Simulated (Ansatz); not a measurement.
`CN([SiH2])[SiH3]` radical. The species carries charge 0 and has multiplicity 2.

```xyz
12

C    -0.995    0.915   -0.558
N    -0.121   -0.137   -0.047
Si   -0.716   -1.760   -0.005
Si    1.527    0.307    0.250
H    -0.772    1.169   -1.600
H    -2.043    0.606   -0.505
H    -0.894    1.826    0.041
H    -2.133   -1.716    0.475
H     0.139   -2.540    0.935
H     2.179    0.823   -0.987
H     1.574    1.396    1.264
H     2.254   -0.889    0.738
```

(1) Give the diagnostics of a CCSD(T)/def2-TZVPP run (frozen core, the Gaussian-basis code of Ansatz). (An estimate is asked.)

Results:

(1) The calculation gave: T1 = 0.0146, largest single amplitude 0.057, largest double 0.020, (T) share of the correlation energy 3.6 %, 10 CCSD cycles. ⟨S²⟩ of the UHF reference is 0.756 against 0.75 for a pure state. T1 lies under the customary mark of 0.045 for open shells.
